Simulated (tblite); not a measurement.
Species: C6H12OSi2.
Geometry (GFN2-xTB, Å), atoms numbered from 1 in this order:
```xyz
21
C6H12OSi2 angstrom
C      1.2836    0.4523    2.3282
C      1.7907    0.0365    1.3215
C      2.3859   -0.4564    0.1428
C      2.0917    0.0016   -1.0758
C      1.0863    1.0582   -1.3570
Si    -0.5456    0.3028   -2.0146
C     -1.3036   -0.7701   -0.6338
O     -1.6601    0.1256    0.3957
Si    -2.2482   -0.2183    1.8627
H      0.8430    0.8175    3.2071
H      3.1179   -1.2422    0.2821
H      2.5855   -0.4291   -1.9370
H      1.4803    1.7528   -2.0999
H      0.8727    1.6163   -0.4442
H     -1.4815    1.3771   -2.3538
H     -0.2784   -0.5433   -3.1872
H     -2.1913   -1.3165   -0.9670
H     -0.5998   -1.5129   -0.2459
H     -2.3040    1.1283    2.4080
H     -1.3667   -1.1297    2.5984
H     -3.5671   -0.8572    1.7690
```

Computed with GFN2-xTB (tblite): harmonic, unscaled wavenumbers at the GFN2-xTB geometry, gas phase. Against measured fundamentals such values can be off by several per cent, at times by over 20. Modes of hydrogen on silicon can be 10 to 20 % off. One conformer, not necessarily the lowest.

Harmonic wavenumbers (cm⁻¹): 25.5, 51.1, 61.8, 95.8, 105.0, 139.9, 161.2, 173.2, 194.5, 240.4, 279.5, 326.4, 445.7, 487.7, 564.0, 578.6, 592.6, 619.1, 621.9, 653.6, 678.2, 695.8, 745.9, 749.3, 761.4, 790.2, 792.3, 809.7, 823.9, 830.8, 845.0, 906.0, 965.9, 1051.2, 1128.0, 1130.1, 1195.7, 1203.1, 1232.9, 1288.3, 1345.6, 1446.6, 1477.7, 1659.6, 2201.1, 2207.2, 2242.2, 2250.4, 2256.1, 2341.8, 2899.4, 2925.2, 2976.0, 2986.5, 3039.1, 3060.2, 3397.1.

A = 1319, B = 917.8, C = 596.0 MHz; mass 156.043 u (most abundant isotopes); point group C1, symmetry number 1.

Q: Zero-point energy?

A: ½Σν̃ = 32876 cm⁻¹ = 94.00 kcal/mol.

Q: What is S at 273.15 K and 1 bar for an ideal gas of classical rigid rotors and harmonic oscillators?

A: Translation 40.64, rotation 30.22, vibration 40.61: S = 111.5 cal/(mol K).

Q: And Cp and H(273.15 K) − H(0)?

A: Cp = 46.56 cal/(mol K), of which vibrations give 38.62 (their classical limit is 57 R = 113.3); H(273.15 K) − H(0) = 7.73 kcal/mol without the zero-point energy, 5.56 from vibrations.

Q: Blend soft modes into free rotors: weight 1/[1 + (100 cm⁻¹/ν̃)⁴] for the oscillator and the rest for a rotor with moment μB/(μ + B), μ = h/(8π²ν), B = 10⁻⁴⁴ kg m². What vibrational entropy results?

A: 36.28 cal/(mol K) in place of 40.61, which changes −T·S at 273.15 K by +1.18 kcal/mol.

Q: How do the functions run with temperature in this model?

A: 
```json
{"T (K)": "50", "S (cal/(mol K))": "63.8", "Cp (cal/(mol K))": "16.9", "H − H(0) (kcal/mol)": "0.60", "G − H(0) (kcal/mol)": "-2.60", "ln q(vib)": "1.26"}
{"T (K)": "100", "S (cal/(mol K))": "78.0", "Cp (cal/(mol K))": "24.3", "H − H(0) (kcal/mol)": "1.64", "G − H(0) (kcal/mol)": "-6.16", "ln q(vib)": "3.36"}
{"T (K)": "298.15", "S (cal/(mol K))": "115.7", "Cp (cal/(mol K))": "49.7", "H − H(0) (kcal/mol)": "8.93", "G − H(0) (kcal/mol)": "-25.56", "ln q(vib)": "11.13"}
{"T (K)": "373.15", "S (cal/(mol K))": "127.8", "Cp (cal/(mol K))": "58.3", "H − H(0) (kcal/mol)": "12.99", "G − H(0) (kcal/mol)": "-34.69", "ln q(vib)": "13.88"}
{"T (K)": "500", "S (cal/(mol K))": "146.5", "Cp (cal/(mol K))": "69.8", "H − H(0) (kcal/mol)": "21.15", "G − H(0) (kcal/mol)": "-52.12", "ln q(vib)": "18.38"}
{"T (K)": "750", "S (cal/(mol K))": "178.0", "Cp (cal/(mol K))": "85.2", "H − H(0) (kcal/mol)": "40.68", "G − H(0) (kcal/mol)": "-92.82", "ln q(vib)": "26.58"}
{"T (K)": "1000", "S (cal/(mol K))": "204.0", "Cp (cal/(mol K))": "95.1", "H − H(0) (kcal/mol)": "63.31", "G − H(0) (kcal/mol)": "-140.66", "ln q(vib)": "33.94"}
```

q(vib) and H(0) count from the zero-point level.

Hindered rotation and anharmonicity are outside this model. Other conformers, if any are populated, would add a mixing term that is left out. The structure is chiral; the term R ln 2 for an equal mix with its mirror image is left out.
